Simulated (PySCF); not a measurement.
An isoelectronic set: 85 electrons

r²SCAN in PySCF with def2-TZVPPD on every atom (core potentials on In, Sn, Sb, Te, I), for the lowest determinant that a PBE0 search found; no spin–orbit coupling. All have 85 electrons, 11 of them in the valence shells, and the same state, a doublet (π ↑). For ions De leads to the atom and ion picked by measured ionisation energies and electron affinities.

| species | difference of nuclear charges | Re (Å) | ωe (cm⁻¹) | k (mdyn/Å) | De (eV) | dissociates to |
| --- | --- | --- | --- | --- | --- | --- |
| InBr⁻ | 14 | 2.759 | 149 | 0.614 | 1.29 | In + Br⁻ |
| GeTe⁻ | 20 | 2.465 | 265 | 1.95 | 3.49 | Ge + Te⁻ |
| SnBr | 15 | 2.521 | 242 | 1.65 | 3.67 | Sn + Br |
| GeI | 21 | 2.524 | 243 | 1.63 | 3.27 | Ge + I |
| SbBr⁺ | 16 | 2.386 | 311 | 2.73 | 3.59 | Sb⁺ + Br |

Problem. Which member of the whole set has the stiffest bond, and how does it compare with the softest?

Solution. SbBr⁺ with k = 2.73 mdyn/Å, 4.4 times that of InBr⁻.

These are scalar-relativistic numbers at best; spin–orbit coupling would shift them, the dissociation energy most. For an ion De counts to the pair picked by the measured ionisation energies or electron affinities, which need not be the lowest pair at this level. The highest Kohn–Sham level is positive in some of these anions. Much of that is self-interaction error, but it also means that the finite basis helps to hold the extra electron. States were picked by a PBE0 search and need not be the measured ground states.
